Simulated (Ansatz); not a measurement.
System: sum formula Si2NH6 (charge 0, doublet). It need not be the lowest isomer of its formula. 
Structure (B3LYP-D3(BJ)/def2-TZVP (Ansatz, an electronic-structure program) minimum search):
```
Si
N 1 1.7247
H 2 1.0075 1 120.71
H 2 1.0079 3 111.26 1 -149.88
H 1 1.4825 2 107.14 3 172.68
H 1 1.4938 5 106.29 2 -124.24
Si 1 2.3397 5 111.03 6 -118.55
H 7 1.4875 1 114.64 5 85.55
H 7 1.4883 8 108.86 1 -127.35
```
Charge 0, spin multiplicity 2.

Computed values are from Ansatz. Cores are frozen in the correlated levels unless marked. UHF or UKS for open shells. No spin-orbit coupling. Non-relativistic. CBS(X,Y): correlation extrapolated as X^-3; Hartree-Fock from the larger set.

Question: What is the T1 diagnostic at CCSD/aug-cc-pV(Q+d)Z?

Answer: 0.014.

Question: What is the dipole moment at CCSD(T)/aug-cc-pV(D+d)Z?

Answer: 1.36 D.

Question: What is the atomisation energy De at CCSD(T)/CBS(aug-cc-pV(T+d)Z,aug-cc-pV(Q+d)Z)?

Answer: 635.6 kcal/mol.

Question: What is the total energy at CCSD(T)/CBS(aug-cc-pV(T+d)Z,aug-cc-pV(Q+d)Z)?

Answer: -636.4214 Eh.
